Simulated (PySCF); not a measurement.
## TDDFT excited states: C5H9NOSi

Compound: C5H9NOSi.
Atom-mapped SMILES: `[CH2:1]=[N:2][Si@H:3]1[CH2:4][C@@H:5]([CH:6]=[O:7])[CH2:8]1` (hydrogens: H9, H10 on C1; H11 on Si3; H12, H13 on C4; H14 on C5; H15 on C6; H16, H17 on C8)

Level of theory: PySCF 2.14.0, density-fitted response routines, TDDFT B3LYP/def2-SVPD, vertical, gas phase, core orbitals frozen in the response. Isolated species at its GFN2-xTB geometry (one conformer only). Torsions of this conformer, `[CH2:1]=[N:2][Si@H:3]1[CH2:4][C@@H:5]([CH:6]=[O:7])[CH2:8]1`: C1–N2–Si3–C4 139°, C4–C5–C6–O7 -130°.

| state | E (eV) | E (kJ/mol) | λ (nm) | f | main configurations (H = HOMO, L = LUMO) |
| --- | --- | --- | --- | --- | --- |
| S1 | 3.93 | 379 | 315.7 | 0.0004 | H-1→L (89%) |
| S2 | 4.20 | 405 | 295.4 | 0.0001 | H→L+1 (64%), H→L (29%) |
| S3 | 4.72 | 455 | 262.7 | 0.0005 | H→L (63%), H→L+1 (30%) |
| S4 | 5.59 | 539 | 221.9 | 0.0005 | H-1→L+1 (90%) |
| S5 | 5.66 | 546 | 219.2 | 0.167 | H-2→L (97%) |
| S6 | 5.82 | 561 | 213.1 | 0.0017 | H-3→L (91%) |
| S7 | 6.19 | 598 | 200.2 | 0.0053 | H-2→L+1 (91%), H-1→L+2 (8%) |
| S8 | 6.29 | 607 | 197.2 | 0.023 | H-1→L+2 (74%), H→L+2 (17%) |

Triplets, Tamm–Dancoff:

```
state  E (eV)  λ (nm)  main configurations (H = HOMO, L = LUMO)
   T1    3.38   367.3                               H-1→L (88%)
   T2    3.66   338.8                    H→L+1 (78%), H→L (14%)
   T3    4.65   266.8                    H→L (76%), H→L+1 (13%)
```

The lowest singlet lies at 3.93 eV (316 nm, ultraviolet) and is dark (f under 0.0005); its leading configuration is HOMO-1→LUMO (89%). The strongest level in the table is S5 at 5.66 eV (219 nm, f = 0.167). Löwdin shares by element: HOMO oxygen 55%, carbon 25% or more, hydrogen 7% or more; LUMO carbon 39% or more, nitrogen 30%, silicon 7%, hydrogen 6% or more (atoms not listed hold the other 19%). The oscillator strengths of these states sum to 0.198; summed over the whole spectrum of an exact calculation they would give the number of electrons, 68 (Thomas–Reiche–Kuhn). Orbital energies (eV): HOMO-3 -8.37, HOMO-2 -7.91, HOMO-1 -7.18, HOMO -6.87, LUMO -1.64, LUMO+1 -0.78, LUMO+2 0.14. Weighted by f, the mean energy of these states is 5.74 eV. Only the lowest 8 singlets were computed, as vertical energies without vibronic structure.
